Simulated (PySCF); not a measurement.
A structure optimised at ωB97X-D3(BJ)/def2-SVP, used in a PySCF frequency run:

```xyz
12

O      0.0000     0.0000     1.3448
C      0.0000     0.0000     0.1127
Si    -1.7655     0.0000    -0.6739
O     -2.7494     0.0000     0.6613
Si     1.7655     0.0000    -0.6739
O      2.7494     0.0000     0.6613
H     -1.9340     1.2134    -1.5196
H     -1.9340    -1.2134    -1.5196
H     -2.2067     0.0000     1.4664
H      1.9340    -1.2134    -1.5196
H      1.9340     1.2134    -1.5196
H      2.2067     0.0000     1.4664
```
Charge 0, spin multiplicity 1.

**Question.** Write its SMILES, formula and point group.

**Answer.** O=C([SiH2]O)[SiH2]O, CH6O3Si2, C2v

**Question.** What are its rotational constants (standard atomic weights)?

**Answer.** 5.7366, 1.1286, 0.96443 GHz
